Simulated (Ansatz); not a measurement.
`[OH][AlH][SiH3]` + CH₃NH₂ → `C[NH][AlH][OH]` + SiH₄ at 400 K and 1 bar (cleavage of the Al–Si bond).

Gas-phase electronic energies from Ansatz, PBE0-D4/def2-TZVP geometries. CCSD(T)/CBS is the MP2 limit (def2-TZVPP, def2-QZVPP) plus CCSD(T) − MP2 in def2-TZVPP, frozen cores. This one scheme is used for every species. One conformer a species, not always the lowest.

```csv
species,CCSD(T)/CBS energy (Eh),H − E (kJ/mol),S (J/(mol·K))
`[OH][AlH][SiH3]`,-609.31389,147.0,361.3
CH₃NH₂,-95.75281,185.4,256.0
`C[NH][AlH][OH]`,-413.63722,227.3,359.0
SiH₄,-291.46306,96.9,218.6
```

H − E and S are ideal-gas, rigid-rotor, harmonic terms from PBE0-D4/def2-TZVP, for one conformer and one mirror image of each species. 1 Eh = 2625.50 kJ/mol, R = 8.31446 J/(mol·K).

Task: By hand: ΔE, ΔH, ΔS and ΔG.

Result: ΔE = (-413.63722) + (-291.46306) − (-609.31389) − (-95.75281) = -0.03358 Eh = -88.2 kJ/mol. Δ(H − E) = 227.3 + 96.9 − 147.0 − 185.4 = -8.2, so ΔH = -96.4 kJ/mol. ΔS = 359.0 + 218.6 − 361.3 − 256.0 = -39.7 J/(mol·K). ΔG = -96.4 − 400 × (-39.7)/1000 = -80.5 kJ/mol.

Task: By hand: the equilibrium constant, and the temperature at which ΔG would vanish if ΔH and ΔS stayed fixed.

Result: log₁₀ K = −ΔG/(RT ln 10) = 10.5. ΔG = 0 at ΔH/ΔS = 2428 K.

ΔH outweighs TΔS. A doubt of 5 kJ/mol in ΔE shifts log₁₀ K by 0.7 here. Other conformers and mirror images would add mixing entropy, several J/(mol·K) or more a flexible species. Modes under 60 cm⁻¹, often nearly free rotors, make the harmonic entropy too high. These are equilibria of isolated gas molecules and say nothing of rates. Largest T1 diagnostic: 0.014 (customary marks: 0.02 for closed shells, 0.045 for open ones).
